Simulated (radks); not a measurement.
Question: All-electron atom: Bi IV in [Xe] 4f14 5d9.5 6s2 6d0.5 (fractional occupations, a model configuration). Method: Dirac Kohn-Sham, PBEsol, spin-unpolarised, spherical densities, finite nucleus; open shells are shared between the two j in proportion to 2j + 1; Fermi nuclear charge, rms radius 5.5211 fm; computed with a radial shooting solver on a logarithmic mesh with Libxc functionals. Some entries of the table are withheld. Estimate them.

orbital  occ.  eigenvalue (Ry)  <1/r> (bohr^-1)
1s1/2       2        -6648.247            103.1
2s1/2       2              (1)            25.56
2p1/2       2        -1149.454            25.53
2p3/2       4        -979.0719            20.24
3s1/2       2        -290.3939            9.371
3p1/2       2        -269.4079            9.287
3p3/2       4        -231.2635            7.901
3d3/2       4        -196.6268            7.803
3d5/2       6        -188.5358            7.497
4s1/2       2        -68.48465            3.986
4p1/2       2              (2)              (3)
4p3/2       4              (4)              (5)
4d3/2       4        -34.98675              (6)
4d5/2       6        -33.23008              (7)
5s1/2       2        -13.95253            1.672
4f5/2       6        -13.83257            2.767
4f7/2       8        -13.42868            2.726
5p1/2       2        -10.76660            1.553
5p3/2       4         -8.93694            1.377
5d3/2     3.8         -4.45330            1.110
5d5/2     5.7         -4.22274            1.071
6s1/2       2         -3.11994           0.6550
6d3/2     0.2              (8)           0.3638
6d5/2     0.3              (9)           0.3561

Answer: 
(1) 2s1/2 eigenvalue (Ry): -1195.573
(2) 4p1/2 eigenvalue (Ry): -59.33622
(3) 4p1/2 <1/r> (bohr^-1): 3.879
(4) 4p3/2 eigenvalue (Ry): -49.92789
(5) 4p3/2 <1/r> (bohr^-1): 3.398
(6) 4d3/2 <1/r> (bohr^-1): 3.204
(7) 4d5/2 <1/r> (bohr^-1): 3.096
(8) 6d3/2 eigenvalue (Ry): -1.21965
(9) 6d5/2 eigenvalue (Ry): -1.19468
